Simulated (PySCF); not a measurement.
**Polarisability and C₆ of Cr (chromium, neutral)**

[Ar] 3d5 4s1, high-spin 7S determinant. Computed with PySCF 2.14 in aug-cc-pVTZ with one added diffuse shell each of s, p, d, f, g type (9s8p6d4f3g, 118 functions), with the non-relativistic Hamiltonian (point nucleus). Coupled (time-dependent) response in atomic units; α is the mean over directions.

| method | mean α (bohr³) | C₆ (like pair) | S(−4) |
| --- | --- | --- | --- |
| TPSS | 75.74 | 651.2 | 4209 |

S(−4) is the Cauchy moment in α(ω) = α(0) + S(−4) ω² + …

Reference α: 83 ± 12 bohr³ (recommended; Schwerdtfeger and Nagle, table of static dipole polarizabilities (2023 update)). Published C₆: 602.0 (Chu and Dalgarno (2004); Tang, Norbeck and Certain (1976)).

α(iu) at TPSS:

```csv
u (hartree),α(iu) (bohr³)
0,75.74
0.0500,66.66
0.100,49.93
0.200,27.19
0.300,17.05
0.500,9.130
0.750,5.543
1.00,3.881
1.50,2.320
2.00,1.583
3.00,0.8889
5.00,0.3997
```
